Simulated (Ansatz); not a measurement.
Reaction (atomization): `Cl[B](Cl)[GeH3]` → B• + 2 Cl• + Ge• + 3 H•

Gas-phase electronic energies from Ansatz, PBE0-D4/def2-TZVP geometries. CCSD(T)/CBS adds triple-zeta CCSD(T) − MP2 to the extrapolated MP2 energy (def2 sets, frozen cores). This one scheme is used for every species, atoms too. DFT in def2-TZVPP. B3LYP here is the variant with VWN-RPA as its local correlation; programs differ in this. No spin–orbit coupling; open shells (•) take unrestricted orbitals. Spin–orbit coupling would lower the free atoms: a little for B, Cl; clearly for Ge. Bonds to Ge are less sure, by a few kJ/mol each and by 10 to 20 or more in all where they break to atoms, as the def2 sets lack core-valence functions. Scalar relativity is left out up to krypton.

Question: What is ΔE at CCSD(T)/CBS? (An estimate is asked.)

Answer: Computed: +495.5 kcal/mol.

Question: What do these levels give: PBE-D4, r2SCAN-D4, B97M-V, PBE0-D4, ωB97X-V, revPBE, BLYP, B3LYP, r2SCAN0, HF/def2-SVP, HF/def2-TZVPP, HF/CBS(def2)? (An estimate is asked.)

Answer: The calculation gave: PBE-D4 502.4, r2SCAN-D4 502.7, B97M-V 507.4, PBE0-D4 497.3, ωB97X-V 499.1, revPBE 478.8, BLYP 477.4, B3LYP 483.4, r2SCAN0 494.4, HF/def2-SVP 375.7, HF/def2-TZVPP 371.0, HF/CBS(def2) 370.7 kcal/mol.

Largest T1 diagnostic among the species: 0.014.

From r2SCAN to r2SCAN0 (25 % exact exchange), in def2-TZVPP and without D4, ΔE moves by −7.3 kcal/mol: exact exchange takes away binding that semilocal exchange gives to molecules. At CCSD(T), def2-SVP lies −26.8 kcal/mol from the extrapolated value and def2-TZVPP −10.6 kcal/mol: correlation converges slowly with the basis, and small sets miss more of it in the bonded molecule than in its fragments. Leaving LDA and LC-ωPBE aside and taking each functional with its dispersion term where it has one, the values, not all of them listed here, spread over 25.5 kcal/mol, from BHLYP-D4 to B97M-V. LDA lies +70.2 kcal/mol from PBE without D4, its usual overbinding.

For atomizations the MP2-based limit and the directly extrapolated one differ by several kJ/mol either way, and by 10 to 25 for some Ge, Se and Sn compounds, so smaller differences from it don't rank the levels.
